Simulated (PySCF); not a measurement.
Compound: C7H8NO (doublet state).
Numbering: `[N:1]#[C:2][CH2:3][O:4][C@@H:5]1[CH2:6][C@@:7]12[CH:8][CH2:9]2` (hydrogens: H10, H11 on C3; H12 on C5; H13, H14 on C6; H15 on C8; H16, H17 on C9)

Structure used (GFN2-xTB), in Å, numbered top down from 1:
```xyz
17
C7H8NO angstrom
N     -3.272    2.932   -0.063
C     -2.794    1.895   -0.040
C     -2.203    0.574   -0.002
O     -0.812    0.671   -0.242
C     -0.162   -0.556   -0.166
C      0.212   -1.121    1.188
C      1.258   -0.554    0.278
C      2.553   -0.854   -0.235
C      2.341    0.486    0.346
H     -2.404    0.130    0.987
H     -2.690   -0.051   -0.771
H     -0.459   -1.261   -0.944
H     -0.040   -0.533    2.060
H      0.167   -2.190    1.335
H      3.263   -1.634   -0.076
H      2.249    1.336   -0.318
H      2.787    0.741    1.303
```

The hyperfine couplings belong to this conformer and change with its torsions.

Method used: PySCF 2.14.0, UKS B3LYP, pcH-1 on C H N O, non-relativistic, mean-field spin-orbit, GIAO. The structure is a single GFN2-xTB conformer in the gas phase; no vibrational or solvent corrections. A GFN2-xTB geometry isn't a minimum of the functional, and hyperfine couplings can be far from their values at a DFT geometry. No stability test was run, so a lower SCF solution isn't excluded.

Task: What is the g tensor, term by term?

Result: 
```json
{"Δg (ppm)": "relativistic mass correction", "1": "-150", "2": "-150", "3": "-150"}
{"Δg (ppm)": "gauge correction", "1": "26", "2": "-10", "3": "16"}
{"Δg (ppm)": "orbital Zeeman/spin–orbit", "1": "18", "2": "659", "3": "909"}
{"Δg (ppm)": "total", "1": "-106", "2": "500", "3": "776"}
```

So g = 2.00221, 2.00282, 2.00309 and g_iso = 2.00271; the tensor is rhombic: the two nearest values differ by 31 % of g3 − g1. Axes: g3 points within 10° of the C8–H15 bond.

Task: What are the electron Larmor frequencies g μB B/h along the three axes at 1200 mT?

Result: 33.6282, 33.6383, 33.6430 GHz for g1, g2 and g3, a range of 14.8 MHz.

Task: What effective moment and Curie constant follow for a powder?

Result: With the mean of g² = 4.0108 and S(S+1) = 0.75: μ_eff = √(⟨g²⟩S(S+1)) = 1.734 μB and χT = 0.12505·⟨g²⟩·S(S+1) = 0.376 cm³ K/mol (cgs; spin-Hamiltonian part alone).

Task: In a frozen sample, at which fields do the three g values resonate at 9.5, 34, 94 and 263 GHz (hyperfine left aside), and which band first spreads them over more than twice a line width of 0.3 mT?

Result: 
```json
{"band": "X", "GHz": "9.5", "B(g3) mT": "338.85", "B(g2) mT": "338.90", "B(g1) mT": "339.00", "spread mT": "0.15"}
{"band": "Q", "GHz": "34.0", "B(g3) mT": "1212.73", "B(g2) mT": "1212.90", "B(g1) mT": "1213.27", "spread mT": "0.53"}
{"band": "W", "GHz": "94.0", "B(g3) mT": "3352.86", "B(g2) mT": "3353.32", "B(g1) mT": "3354.33", "spread mT": "1.48"}
{"band": "J", "GHz": "263.0", "B(g3) mT": "9380.86", "B(g2) mT": "9382.15", "B(g1) mT": "9384.99", "spread mT": "4.13"}
```

The spread grows in proportion to the frequency. W band is the first where it exceeds 0.6 mT.

The Mulliken spin populations are largest on C8 (+0.94) and C5 (+0.06). No atom but C8 exceeds +0.15. The angles at C8 add up to 331.8°, so it is pyramidal.

The HOMO–LUMO gaps are 5.90 eV among the α and 5.41 eV among the β orbitals.
